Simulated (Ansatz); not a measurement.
Reaction (ligand exchange at the Si–N bond): `[SiH3]N[SiH2][SeH]` + `O[Si](O)(F)O[SiH3]` → `O[Si](F)(O[SiH3])O[SiH3]` + `N[SiH2][SeH]`

Gas-phase electronic energies from Ansatz, PBE0-D4/def2-TZVP geometries. CBS: MP2 limit from def2 TZ/QZ plus the TZ coupled-cluster correction, frozen cores. DFT in def2-TZVPP. For Se outer-core shells are correlated without core-valence functions, which leaves a few kJ/mol of doubt a bond. Scalar relativity is left out up to krypton. Each species was taken in one conformer, which may not be the lowest.

| level | ΔE (kcal/mol) |
| --- | --- |
| PBE0 | -11.3 |
| MP2/def2-TZVPP | -11.3 |

(1) What does CCSD(T)/CBS give? (Estimate.)

Largest T1 diagnostic among the species: 0.011.

## Answers

(1) The calculation gave: -11.7 kcal/mol. The listed levels differ from it by 0.4, 0.4 kcal/mol.

The D4 term adds +0.7 kcal/mol with B3LYP and +0.3 kcal/mol with PBE0; it sums over pairs of atoms, weighted by their polarisabilities, and B3LYP, whose exchange is more repulsive, gets the larger term. In def2-TZVPP, CCSD(T) changes the Hartree–Fock value by +3.8 kcal/mol (the triples alone add +0.6 kcal/mol) and MP2 by +4.1 kcal/mol.

B3LYP here is the variant with VWN-RPA as its local correlation; programs differ in this.
